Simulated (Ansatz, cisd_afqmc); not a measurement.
System: F, charge 0, doublet.

Total energies in cc-pVQZ, 7 correlated electrons, 1 frozen orbitals. UHF or UKS for unpaired electrons; spin-orbit terms are left out. Cores are frozen in correlated methods. No relativity. AFQMC/CISD: phaseless, guided by CISD from CCSD amplitudes; bars are statistical, one sigma. Outlying blocks are dropped, and bars are widened where a walk drifts. Over all cases where full CI ran beside it in this data, AFQMC minus full CI had a median of +0.1 mEh and passed +0.4 mEh in a tenth of the cases.

| method | program | energy (Eh) | minus CCSDT(Q) (mEh) |
|---|---|---|---|
| HF | Ansatz | -99.41377 | 236.77 |
| MP2 | Ansatz | -99.63521 | 15.33 |
| CCSD | Ansatz | -99.64563 | 4.91 |
| CCSD(T) | Ansatz | -99.65026 | 0.28 |
| CCSDT(Q) | Ansatz | -99.65054 | 0.00 |
| AFQMC/CISD | cisd_afqmc | -99.6502 ± 0.0001 | 0.3 ± 0.1 |

Ansatz is a program for electronic structure.
